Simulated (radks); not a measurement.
Problem. Species: Ho II. Configuration: [Xe] 4f11 7f1 (not the ground configuration). Method: scalar-relativistic Kohn-Sham, r2SCAN, spin-unpolarised, spherical densities, finite nucleus; meta-GGA in the generalised Kohn-Sham scheme; Fermi nuclear charge, rms radius 5.2022 fm; computed with a radial shooting solver on a logarithmic mesh with Libxc functionals. Some entries of the table are withheld. Estimate them.

orbital  occ.  eigenvalue (hartree)  <1/r> (bohr^-1)
1s          2                   (1)            76.04
2s          2             -342.8719            17.70
2p          6             -303.6920            16.38
3s          2             -77.24394            6.533
3p          6             -65.20990            6.107
3d         10             -49.93304              (2)
4s          2             -15.78712            2.743
4p          6             -11.80898              (3)
4d         10              -6.41180            2.218
5s          2              -2.36939            1.032
5p          6              -1.44630           0.8634
4f         11              -0.56615            1.605
7f          1              -0.04465          0.05825

Solution. 
(1) 1s eigenvalue (hartree): -2042.556
(2) 3d <1/r> (bohr^-1): 5.781
(3) 4p <1/r> (bohr^-1): 2.515
